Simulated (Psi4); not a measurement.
ClMoO₂ (SMILES [O]=[Mo](=[O])[Cl]), doublet, at a GFN2-xTB geometry (such geometries of metal compounds can be far from the true shape) (the multiplicity is a formal guess) (core potentials on Mo); Psi4 1.11 with B97M-V/def2-SVP.

The Psi4 input:
```
memory 2 GB

molecule mol {
0 2
Mo    0.146691   -0.217231    0.154523
O     1.660147   -0.634869   -0.288702
O    -0.592797   -0.945739    1.413034
Cl   -0.864696    1.280504   -0.910859
}

set {
  basis def2-svp
  reference uks
}

energy('b97m-v')
print_variables()
```

Output, abridged:

```
   => Loading Basis Set <=

    Name: DEF2-SVP
    Role: ORBITAL
    Keyword: BASIS

    !!!  WARNING: ECP capability is in beta. Please check occupations closely.  !!!

         ---------------------------------------------------------
                                   SCF
               by Justin Turney, Rob Parrish, Andy Simmonett
                          and Daniel G. A. Smith
                              UKS Reference
         ---------------------------------------------------------

  ==> Geometry <==

    Molecular point group: c1
    Full point group: C1

    Geometry (in Angstrom), charge = 0, multiplicity = 2:

       Center              X                  Y                   Z               Mass
    ------------   -----------------  -----------------  -----------------  -----------------
         MO           0.139432980121    -0.206482611423     0.146877083579    97.905404820000
         O            1.652888980121    -0.624120611423    -0.296347916421    15.994914619570
         O           -0.600055019879    -0.934990611423     1.405388083579    15.994914619570
         CL          -0.871954019879     1.291252388577    -0.918504916421    34.968852682000

  Running in c1 symmetry.

  Rotational constants: A =      0.26125  B =      0.10489  C =      0.07484 [cm^-1]
  Rotational constants: A =   7832.18812  B =   3144.37378  C =   2243.62849 [MHz]
  Nuclear repulsion =  189.183607182178349

  Charge       = 0
  Multiplicity = 2
  Electrons    = 47
  Nalpha       = 24
  Nbeta        = 23

  ==> Algorithm <==

  SCF Algorithm Type is DF.
  DIIS enabled.
  MOM disabled.
  Fractional occupation disabled.
  Guess Type is SAD.
  Energy threshold   = 1.00e-06
  Density threshold  = 1.00e-06
  Integral threshold = 1.00e-12

  ==> Primary Basis <==

  Basis Set: DEF2-SVP
    Blend: DEF2-SVP
    Number of shells: 31
    Number of basis functions: 77
    Number of Cartesian functions: 85
    Spherical Harmonics?: true
    Max angular momentum: 3

  Core potential: DEF2-SVP
    Number of shells: 4
    Number of ECP primitives: 14
    Number of ECP core electrons: 28
    Max angular momentum: 3

  ==> DFT Potential <==

   => LibXC <=

    Version 7.1.2
    S. Lehtola, C. Steigemann, M. J. T. Oliveira, and M. A. L. Marques,  SoftwareX 7, 1–5 (2018) (10.1016/j.softx.2017.11.002)

   => Composite Functional: B97M-V <=

    B97M-V GGA Exchange-Correlation Functional

    N. Mardirossian and M. Head-Gordon,  J. Chem. Phys. 142, 074111 (2015) (10.1063/1.4907719)

    Deriv               =              1
    GGA                 =           TRUE
    Meta                =           TRUE

    Exchange Hybrid     =          FALSE
    MP2 Hybrid          =          FALSE

   => Exchange-Correlation Functionals <=

    1.0000   B97M-V exchange-correlation functional

   => LibXC Density Thresholds  <==

    XC_MGGA_XC_B97M_V:  1.00E-15

   => VV10 Non-Local Parameters <=

    VV10 B              =     6.0000E+00
    VV10 C              =     1.0000E-02

   => Molecular Quadrature <=

    Radial Scheme          =       TREUTLER
    Pruning Scheme         =           NONE
    Nuclear Scheme         =       TREUTLER

    Blocking Scheme        =         OCTREE
    BS radius alpha        =              1
    Pruning alpha          =              1
    Radial Points          =             75
    Spherical Points       =            302
    Total Points           =          87269
    Total Blocks           =            736
    Max Points             =            256
    Max Functions          =             75
    Weights Tolerance      =       1.00E-15

   => Loading Basis Set <=

    Name: (DEF2-SVP AUX)
    Role: JKFIT
    Keyword: DF_BASIS_SCF

  ==> Integral Setup <==

  SCF_SUBTYPE=INCORE selected. In-core MEM_DF algorithm will be used.
  Using in-core AOs.

  ==> MemDFJK: Density-Fitted J/K Matrices <==

    J tasked:                   Yes
    K tasked:                    No
    wK tasked:                   No
    Algorithm:                 Core
    Schwarz Cutoff:           1E-12
    Mask sparsity (%):       1.5854
    Fitting Condition:        1E-10

   => Auxiliary Basis Set <=

  Basis Set: (DEF2-SVP AUX)
    Blend: DEF2-UNIVERSAL-JKFIT
    Number of shells: 137
    Number of basis functions: 537
    Number of Cartesian functions: 725
    Spherical Harmonics?: true
    Max angular momentum: 6

  Minimum eigenvalue in the overlap matrix is 1.2122436157E-02.
  Reciprocal condition number of the overlap matrix is 3.0935626566E-03.
    Using symmetric orthogonalization.

  ==> Pre-Iterations <==

  SCF Guess: Superposition of Atomic Densities via on-the-fly atomic UHF (no occupation information).

   -------------------------
    Irrep   Nso     Nmo
   -------------------------
     A         77      77
   -------------------------
    Total      77      77
   -------------------------

  ==> Iterations <==

                           Total Energy        Delta E     RMS |[F,P]|

   @DF-UKS iter SAD:  -678.00451454630604   -6.78005e+02   0.00000e+00
   @DF-UKS iter   1:  -677.67304935092113    3.31465e-01   1.79493e-02 ADIIS/DIIS
   @DF-UKS iter   2:  -665.87423769722591    1.17988e+01   5.50595e-02 ADIIS/DIIS
   @DF-UKS iter   3:  -678.15163993736746   -1.22774e+01   1.20368e-02 ADIIS/DIIS
   @DF-UKS iter   4:  -678.44085663464227   -2.89217e-01   4.24146e-03 ADIIS/DIIS
   @DF-UKS iter   5:  -678.48070092302123   -3.98443e-02   2.62398e-03 ADIIS/DIIS
   @DF-UKS iter   6:  -678.48699206739093   -6.29114e-03   2.10308e-03 ADIIS/DIIS
   @DF-UKS iter   7:  -678.49783641066676   -1.08443e-02   4.14074e-04 ADIIS/DIIS
   @DF-UKS iter   8:  -678.49834886735721   -5.12457e-04   6.26483e-05 DIIS
   @DF-UKS iter   9:  -678.49838368927374   -3.48219e-05   2.39747e-05 DIIS
   @DF-UKS iter  10:  -678.49839248149556   -8.79222e-06   1.16045e-05 DIIS
   @DF-UKS iter  11:  -678.49839379766684   -1.31617e-06   5.02271e-06 DIIS
   @DF-UKS iter  12:  -678.49839392689034   -1.29224e-07   7.57196e-07 DIIS
  Energy and wave function converged.

  ==> Post-Iterations <==

   Electrons on quadrature grid:
      Nalpha   =   23.9999938156 ; deviation = -6.184e-06
      Nbeta    =   22.9999943630 ; deviation = -5.637e-06
      Ntotal   =   46.9999881786 ; deviation = -1.182e-05

   @Spin Contamination Metric:   5.577450312E-03
   @S^2 Expected:                7.500000000E-01
   @S^2 Observed:                7.555774503E-01
   @S   Expected:                5.000000000E-01
   @S   Observed:                5.000000000E-01

    Orbital Energies [Eh]
    ---------------------

    Alpha Occupied:

[...]
    Alpha Virtual:

[...]
    Beta Occupied:

[...]
    Beta Virtual:

[...]
    Final Occupation by Irrep:
              A
    DOCC [    23 ]
    SOCC [     1 ]
    NA   [    24 ]
    NB   [    23 ]

  @DF-UKS Final Energy:  -678.49839392689034

   => Energetics <=

    Nuclear Repulsion Energy =            189.1836071821783491
    One-Electron Energy =               -1334.1541907955304396
    Two-Electron Energy =                 519.6251890128205559
    DFT Exchange-Correlation Energy =     -53.3386710961774000
    Empirical Dispersion Energy =           0.0000000000000000
    VV10 Nonlocal Energy =                  0.1856717698186393
    Total Energy =                       -678.4983939268903441

  UHF NO Occupations:
  HONO-2 :   22  A 1.9992046
  HONO-1 :   23  A 1.9989994
  HONO-0 :   24  A 1.0000000
  LUNO+0 :   25  A 0.0010006
  LUNO+1 :   26  A 0.0007954
  LUNO+2 :   27  A 0.0003371
  LUNO+3 :   28  A 0.0002574

Computation Completed

Properties will be evaluated at   0.000000,   0.000000,   0.000000 [a0]

Properties computed using the SCF density matrix

 Multipole Moments:

 ------------------------------------------------------------------------------------
     Multipole            Electronic (a.u.)      Nuclear  (a.u.)        Total (a.u.)
 ------------------------------------------------------------------------------------

 L = 1.  Multiply by 2.5417464519 to convert [e a0] to [Debye]
 Dipole X            :          8.1123178           -8.4064182           -0.2941004
 Dipole Y            :        -12.0133352           12.4488435            0.4355083
 Dipole Z            :          8.5454058           -8.8552246           -0.3098188
 Magnitude           :                                                    0.6100412

 ------------------------------------------------------------------------------------

  Variable Map:
  ----------------------------------------------------------------------------
[...]
  Array Variable Map:
  ----------------------------------------------------------------------------
[...]
[...]
```
